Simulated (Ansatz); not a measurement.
A run for Ansatz (an electronic-structure program): R-PBE0/def2-TZVPPD on NH3 (SMILES N). The basis file is the Basis Set Exchange's JSON of that set.

Ansatz 0.2 input:
```yaml
crystal:
  periodic: [false, false, false]
  atoms:
    - {symbol: N, position_ang: [0.00000000, -0.00002411, 0.30627053]}
    - {symbol: H, position_ang: [0.00000000, 0.93747488, -0.10213041]}
    - {symbol: H, position_ang: [0.81190073, -0.46877539, -0.10212006]}
    - {symbol: H, position_ang: [-0.81190073, -0.46877539, -0.10212006]}
basis:
  gaussian:
    orbitals: def2-TZVPPD.json
hamiltonian:
  xc: {name: PBE0}
scf: {lower_state_search: off}
```

Program output:

```
WARN ansatz: RAYON_NUM_THREADS=4 ignored (pool sized by the plan → 4); use --threads N
Functional definition: PBE0
these checks for a lower state are left out or cut short: stability, starts, cluster_reference, orbital_swaps, neighbouring_geometries, increment
integrals: 0.01 GiB planned
356 factors; their error is unknown
mean field: 0.17 GiB planned
mean field evaluation 1: about -1532.6357 eV, gradient 5.3e1 eV
mean field evaluation 2: about -1526.4202 eV, gradient 7.2e1 eV
mean field evaluation 4: about -1537.9035 eV, gradient 3.6e-1 eV
mean field evaluation 8: about -1537.9042 eV, gradient 7.7e-4 eV
mean field -1537.90418296 eV, -56.5169362948 hartree, gradient 6.0e-6 eV, S^2 0.000000; 0 other end points of the search recorded, 0 dependent functions left out
reference -1537.90420278 eV, -56.5169370232 hartree; 5, 5 occupied and 83, 83 virtual orbitals, 356 factors
Total energy: -1537.90420278 eV, -56.5169370232 hartree
Checks for a lower state left out: stability, starts, cluster_reference, orbital_swaps, neighbouring_geometries, increment
```

The calculation finished and met its thresholds.

Cost: about 0.4 core-seconds (a rough figure).
